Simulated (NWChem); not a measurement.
System: AlHSClF; SMILES [Cl][Al]([SH])[F]

Excerpt of the output:

```
             Northwest Computational Chemistry Package (NWChem) 7.3.0
             --------------------------------------------------------

                             Geometry "geometry" -> ""
                             -------------------------

 Output coordinates in angstroms (scale by  1.889725989 to convert to a.u.)

  No.       Tag          Charge          X              Y              Z
 ---- ---------------- ---------- -------------- -------------- --------------
    1 Al                  13.0000     0.34586900     0.03680600     0.00588600
    2 Cl                  17.0000    -0.64797500     1.86431200    -0.01346700
    3 F                    9.0000     2.00296400     0.01775000     0.00854000
    4 S                   16.0000    -0.73613900    -1.83128400     0.02242600
    5 H                    1.0000     0.40575400    -2.55752400     0.03148700

 Effective nuclear repulsion energy (a.u.)     244.0710453608

                              NWChem Property Module
                              ----------------------

  itol2e modified to match energy
  convergence criterion.

                                 NWChem DFT Module
                                 -----------------

 Summary of "ao basis" -> "ao basis" (spherical)
 ------------------------------------------------------------------------------
       Tag                 Description            Shells   Functions and Types
 ---------------- ------------------------------  ------  ---------------------
 Al                         def2-svp                 8       18   4s3p1d
 Cl                         def2-svp                 8       18   4s3p1d
 F                          def2-svp                 6       14   3s2p1d
 S                          def2-svp                 8       18   4s3p1d
 H                          def2-svp                 3        5   2s1p

  itol2e modified to match energy
  convergence criterion.

[...]

          -----------------------
          Electric field gradient
          -----------------------

 1 a.u. = 0.324123 10**(16) esu/cm**3  ( or statvolts/cm**2 ) = 0.97174 10**(22) v/m**2

 ------------------------------------------------------------
   Atom      X         Y         Z
 ------------------------------------------------------------
    1 Al   0.65360   0.06955   0.01112
 ------------------------------------------------------------

 Electric field gradient in molecular frame (a.u.)
         XX             YY             ZZ             XY             XZ             YZ
 ------------------------------------------------------------------------------------------
        0.384077       0.341273      -0.725349       0.061876       0.001048      -0.010304

 Principal components (a.u.) and orientation
 of principal axis w.r.t. absolute frame                      Asymmetry parameter eta
 --------------------------------------------------------------------------------------
       -0.725451       0.428170       0.297281                       0.180425

       -0.001488       0.814334      -0.580395
        0.009746       0.580380       0.814288
        0.999951      -0.004444      -0.008800

 ------------------------------------------------------------
   Atom      X         Y         Z
 ------------------------------------------------------------
    2 Cl  -1.22450   3.52304  -0.02545
 ------------------------------------------------------------

 Electric field gradient in molecular frame (a.u.)
         XX             YY             ZZ             XY             XZ             YZ
 ------------------------------------------------------------------------------------------
        0.315999      -0.867055       0.551055       0.940589      -0.009569       0.015280

 Principal components (a.u.) and orientation
 of principal axis w.r.t. absolute frame                      Asymmetry parameter eta
 --------------------------------------------------------------------------------------
       -1.386825       0.835606       0.551219                       0.205064

       -0.483530       0.875327      -0.001453
        0.875279       0.483519       0.009809
       -0.009289      -0.003472       0.999951

 ------------------------------------------------------------
   Atom      X         Y         Z
 ------------------------------------------------------------
    3 F    3.78505   0.03354   0.01614
 ------------------------------------------------------------

 Electric field gradient in molecular frame (a.u.)
         XX             YY             ZZ             XY             XZ             YZ
 ------------------------------------------------------------------------------------------
       -0.647324       0.422417       0.224906       0.028502      -0.001549      -0.001873

 Principal components (a.u.) and orientation
 of principal axis w.r.t. absolute frame                      Asymmetry parameter eta
 --------------------------------------------------------------------------------------
       -0.648085       0.423195       0.224890                       0.305985

        0.999644       0.026628      -0.001459
       -0.026612       0.999599       0.009690
        0.001717      -0.009648       0.999952

 ------------------------------------------------------------
   Atom      X         Y         Z
 ------------------------------------------------------------
    4 S   -1.39110  -3.46062   0.04238
 ------------------------------------------------------------

[...]
```

Level: CAM-B3LYP/def2-SVP. Geometry: optimised at PBE0/def2-SVP. NWChem prints the field gradient with the sign opposite to the second derivative of the potential.

Q: Reconstruct the input file.

A: Several could match; the one computed here: the input that was run:
```
start job
memory heap 200 mb stack 900 mb global 1100 mb
geometry units angstroms noautosym nocenter noautoz
  Al     0.345869     0.036806     0.005886
  Cl    -0.647975     1.864312    -0.013467
  F      2.002964     0.017750     0.008540
  S     -0.736139    -1.831284     0.022426
  H      0.405754    -2.557524     0.031487
end
basis spherical
  Al library def2-svp
  Cl library def2-svp
  F library def2-svp
  S library def2-svp
  H library def2-svp
end
dft
  xc xcamb88 1.00 lyp 0.81 vwn_5 0.19 hfexch 1.00
  cam 0.33 cam_alpha 0.19 cam_beta 0.46
  iterations 150
end
property
  efieldgrad
end
task dft property
```
